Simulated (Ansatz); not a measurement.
System: AlO2H3, charge 0, singlet. AlO2H3 (SMILES [OH][AlH][OH]).
B3LYP-D3(BJ)/def2-TZVP minimum from Ansatz (a quantum-chemistry and plane-wave program):
```xyz
6

Al    -0.3622    -0.1707    -0.2198
H     -1.5982    -0.7533    -0.9700
O      0.0596     1.4442    -0.5197
H      0.7876     1.9317    -0.1346
O      0.4747    -1.1923     0.8440
H      1.2449    -0.9737     1.3681
```
Charge 0, spin multiplicity 1.

Total energies in hartree (Ansatz). Open shells are spin-unrestricted; no spin-orbit coupling. Cores are frozen in correlated methods. No relativity. Where a partner has so few electrons that a lower coupled-cluster level is exact, that level stands in.

```csv
species,HF/cc-pV(T+d)Z,CCSD(T)/cc-pV(T+d)Z,HF/cc-pV(Q+d)Z,CCSD(T)/cc-pV(Q+d)Z,CCSD(T)/cc-pV(D+d)Z,CCSDT(Q)/cc-pV(D+d)Z
1: AlO2H3 (SMILES [OH][AlH][OH]),-393.58026,-394.18059,-393.59725,-394.24063,-393.98041,-393.98228
2: Al (doublet),-241.87908,-241.93131,-241.88044,-241.93374,-241.92191,-241.92229
3: H (doublet),-0.49981,-0.49981,-0.49995,-0.49995,-0.49928,-0.49928
4: O (triplet),-74.81176,-74.97396,-74.81729,-74.99357,-74.90995,-74.91013
```

Question: Work out the atomisation energy (electronic, to ground-state atoms) in kJ/mol: take Hartree-Fock from cc-pV(Q+d)Z, extrapolate the CCSD(T) correlation energy as X^-3 (X = 3, 4), and add CCSDT(Q) - CCSD(T) in cc-pV(D+d)Z. 1 hartree = 2625.5 kJ/mol.

Answer: 
Species 1: correlation (64·(-0.64338) - 27·(-0.60033))/37 = -0.67479; step -0.00187; E1 = -393.59725 + (-0.67479) + (-0.00187) = -394.27391
Species 2: correlation (64·(-0.05330) - 27·(-0.05223))/37 = -0.05408; step -0.00038; E2 = -241.88044 + (-0.05408) + (-0.00038) = -241.93490
Species 3: correlation (64·(0.00000) - 27·(0.00000))/37 = 0.00000; step +0.00000; E3 = -0.49995 + (0.00000) + (+0.00000) = -0.49995
Species 4: correlation (64·(-0.17628) - 27·(-0.16220))/37 = -0.18655; step -0.00018; E4 = -74.81729 + (-0.18655) + (-0.00018) = -75.00402
-1·E1 +1·E2 +3·E3 +2·E4 = 0.83112 hartree = 2182.1 kJ/mol.
